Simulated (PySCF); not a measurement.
Cd(Br)(SiH3) (BrCdH3Si), SMILES [Br][Cd][SiH3].

Geometry optimised at PBE0-D3(BJ)/def2-SVP. The structure was generated by enumeration; whether it is a known compound was not checked. The def2 effective core potentials stand for the cores of Cd; spin–orbit coupling is left out.

Level of theory: TDDFT-PBE/def2-SVPD (PySCF 2.14.0).

Vertical excitations; the highest root listed may be one member of a degenerate set. The molecule is in vacuum. State labels are in the subgroup Cs.

| state | symmetry | energy (eV) | λ (nm) | f | main pairs |
|---|---|---|---|---|---|
| S1 | A' | 4.86 | 255 | 0.012 | HOMO−1→LUMO (degenerate set) |
| S2 | A" | 4.86 | 255 | 0.012 | HOMO→LUMO (degenerate set) |
| S3 | A" | 4.91 | 252 | 0.000 | HOMO−1→LUMO+1 50 %, HOMO→LUMO+2 50 % |
| S4 | A' | 4.95 | 250 | 0.000 | HOMO→LUMO+1, HOMO−1→LUMO+2 (degenerate set) |
| S5 | A" | 4.95 | 250 | 0.000 | HOMO→LUMO+2, HOMO−1→LUMO+1 (degenerate set) |
| S6 | A' | 5.18 | 239 | 0.000 | HOMO−1→LUMO+2 41 %, HOMO→LUMO+1 41 %, HOMO−2→LUMO 15 % |
| S7 | A' | 5.50 | 225 | 0.025 | HOMO−2→LUMO+2 (degenerate set) |
| S8 | A" | 5.50 | 225 | 0.025 | HOMO−2→LUMO+1 (degenerate set) |
| S9 | A' | 6.16 | 201 | 1.082 | HOMO−2→LUMO 73 % |
| S10 | A" | 6.69 | 185 | 0.000 | HOMO→LUMO+3 100 % |
| T1 | A" | 4.60 | 270 | 0 | HOMO→LUMO (degenerate set) |
| T2 | A' | 4.60 | 270 | 0 | HOMO−1→LUMO (degenerate set) |
| T3 | A' | 4.69 | 264 | 0 | HOMO−2→LUMO 99 % |
| T4 | A' | 4.76 | 260 | 0 | HOMO→LUMO+1 49 %, HOMO−1→LUMO+2 49 % |
Triplets are in the Tamm–Dancoff approximation, which puts them higher than full response would, so one can lie above its singlet here.
